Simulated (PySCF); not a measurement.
## How methods differ on the excitation energy of Au⁺

Au⁺ [Xe] 4f14 5d10 (1S) → Au⁺ [Xe] 4f14 5d9 6p1 (high-spin determinant), as a difference of total energies. Computed with PySCF 2.14 in ANO-RCC-VTZP (8s7p5d3f1g, 84 functions), with the spin-free X2C one-electron Hamiltonian (Gaussian nucleus). Correlated levels: valence and next inner shell: [Kr] 4d10 4f14 frozen. The calculations carry no spin-orbit coupling.

| method | excitation energy (eV) |
| --- | --- |
| UHF | 8.247 |
| MP2 (valence and next inner shell) | 9.309 |
| SCS-MP2 (valence and next inner shell) | 9.257 |
| CCSD (valence and next inner shell) | 8.965 |
| CCSD(T) (valence and next inner shell) | 8.977 |

Problem. How much does correlation contribute at CCSD(T) (valence and next inner shell)?

Solution. 8.977 − (8.247) = 0.730 eV, measured against UHF.

A first-order spin-orbit estimate (lowest level to lowest level, LS coupling) adds -0.340 eV.

The basis was made for the ground configuration and has no added diffuse functions, so the excitation energy can come out too high.

The determinant of the upper state mixes LS terms, which raises its energy above the lowest term, most at the Hartree-Fock and MP2 levels.
